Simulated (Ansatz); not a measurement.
Input file for CH8BNOSi (`CB(N)[SiH2]O`):

```yaml
crystal:
  periodic: [false, false, false]
  atoms:
    - {symbol: C, position_ang: [-1.691435, -0.135585, 0.230706]}
    - {symbol: B, position_ang: [-0.186436, -0.486400, -0.060044]}
    - {symbol: N, position_ang: [0.152002, -1.693186, -0.667623]}
    - {symbol: Si, position_ang: [1.334003, 0.759998, 0.445888]}
    - {symbol: O, position_ang: [1.062186, 2.348142, 0.035002]}
    - {symbol: H, position_ang: [-1.852981, -0.025919, 1.309021]}
    - {symbol: H, position_ang: [-1.960444, 0.834690, -0.199879]}
    - {symbol: H, position_ang: [-2.402362, -0.880708, -0.141053]}
    - {symbol: H, position_ang: [1.097733, -1.963926, -0.880364]}
    - {symbol: H, position_ang: [-0.531350, -2.388164, -0.928156]}
    - {symbol: H, position_ang: [1.554922, 0.797455, 1.918526]}
    - {symbol: H, position_ang: [2.615947, 0.278006, -0.169860]}
    - {symbol: H, position_ang: [0.828713, 2.520995, -0.877363]}
basis:
  gaussian: {orbitals: def2-TZVPP}
correlation: {method: ccsd_t}
```

```sh
$ ansatz run in.yaml --threads 4 --pin off --events-out ev --progress --plain --max-ram 10444MiB
```

Output of Ansatz, abridged:

```
Functional definition: HF
1623 factors; integrals over basis functions are off by at most 1.1e-3 eV
mean field evaluation 1: about -13209.0009 eV, gradient 5.1e1 eV
mean field evaluation 2: about -13209.2154 eV, gradient 5.2e1 eV
mean field evaluation 4: about -13214.9017 eV, gradient 4.6e0 eV
mean field evaluation 8: about -13214.9852 eV, gradient 2.7e-1 eV
mean field -13214.98556402 eV, -485.6417620387 hartree, gradient 8.4e-6 eV, S^2 0.000000; 0 other end points of the search recorded, 0 dependent functions left out
9 core orbitals not correlated: weight in the atoms' cores, before any rotation towards them, 1.000 or more for the frozen orbitals, at most 0.000 for the correlated occupied ones
reference -13214.98556402 eV, -485.6417620387 hartree; 15, 15 occupied and 254, 254 virtual orbitals, 1623 factors
second order -23.34366505 eV of doubles, -0.00000000 eV of singles
cycle   1  -23.97807941 eV  change   -6.3e-1 eV  update   1.0e-1
cycle   2  -24.53845300 eV  change   -5.6e-1 eV  update   3.0e-2
cycle   3  -24.65704394 eV  change   -1.2e-1 eV  update   1.6e-2
cycle   4  -24.64548209 eV  change    1.2e-2 eV  update   4.3e-3
cycle   5  -24.64439933 eV  change    1.1e-3 eV  update   2.1e-3
cycle   6  -24.64500602 eV  change   -6.1e-4 eV  update   7.2e-4
cycle   7  -24.64463590 eV  change    3.7e-4 eV  update   2.6e-4
cycle   8  -24.64459994 eV  change    3.6e-5 eV  update   8.4e-5
cycle   9  -24.64463716 eV  change   -3.7e-5 eV  update   3.0e-5
cycle  10  -24.64463616 eV  change    1.0e-6 eV  update   1.1e-5
perturbative correction -0.91918816 eV, -0.0337795417 hartree
Total energy: -13240.54938833 eV, -486.5812152544 hartree
```

Hardware: 4 threads of an Arm Neoverse V1 on a shared host. Wall time 3.9 min, peak host memory 7.9 GiB.

The correlation energy is -25.564 eV, 3.6 % of it from (T); the T1 diagnostic reads 0.0122.
